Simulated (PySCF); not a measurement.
**Si4H10**

Si4H10 is a small molecule, neutral, singlet. The structure, one conformer, was relaxed in the gas phase by PBE0-D3(BJ)/def2-SVP. No frequency run checks that it is a minimum.

SMILES: [SiH3][SiH]([SiH3])[SiH3]

```csv
atom,x (Å),y (Å),z (Å)
Si1,1.227,0.061,-1.829
Si2,-0.240,0.649,-0.096
Si3,-2.027,-0.867,-0.034
Si4,0.906,0.539,1.946
H5,1.732,-1.325,-1.585
H6,0.534,0.095,-3.154
H7,2.393,0.997,-1.867
H8,-0.758,2.039,-0.314
H9,-2.771,-0.869,-1.331
H10,-2.976,-0.520,1.069
H11,-1.485,-2.239,0.211
H12,0.006,0.926,3.076
H13,1.370,-0.867,2.161
H14,2.097,1.444,1.944
```

Shieldings: GIAO PBE0/pcSseg-2. Shifts are against computed references at the same level: H TMS (σ 31.24 ppm), Si TMS (σ 341.3 ppm). Core levels by delta-SCF with SCAN, pcX-2 on the ionised atom and pcseg-1 elsewhere, spin-free X2C (2p3/2 is the spin-free 2p value less a third of a first-order spin-orbit splitting); from the vacuum level, for chosen atoms.

Question: Give the NMR and core-level values of the distinct atoms.

Answer: 
```
      atoms   bonded to  σ (ppm)  δ (ppm)  core level (eV)
        Si1  1 Si + 3 H    445.4   -104.1     2p3/2 106.44
        Si2  3 Si + 1 H    480.8   -139.6     2p3/2 105.95
    Si3 Si4  1 Si + 3 H    445.3   -104.0     2p3/2 106.47
   H5 H6 H7        1 Si    27.50     3.74                -
         H8        1 Si    28.00     3.24                -
 H9 H10 H11        1 Si    27.51     3.74                -
H12 H13 H14        1 Si    27.51     3.74                -
```

Values are those of this one static structure, with the three H of a rotating XH3 group averaged; atoms that internal rotation interchanges would show their mean in an NMR spectrum.

Question: Which of Si1, Si2, Si3 holds its core electrons tightest, and by how much against the loosest?

Answer: Si3 (bonded to 1 Si + 3 H), by 0.52 eV over Si2 (bonded to 3 Si + 1 H).

Question: By CAM-B3LYP/def2-SVPD (TDDFT singlets, Tamm-Dancoff triplets, ionisation by delta-SCF), where does absorption start, and what does vertical ionisation take?

Answer: The first singlet with intensity lies at 6.85 eV (f 0.021); what lies below it is dark. The lowest singlet lies at 6.70 eV (f 0.000), the strongest of the first 6 at 7.18 eV (f 0.112), the lowest triplet at 6.05 eV; vertical ionisation takes 9.81 eV.
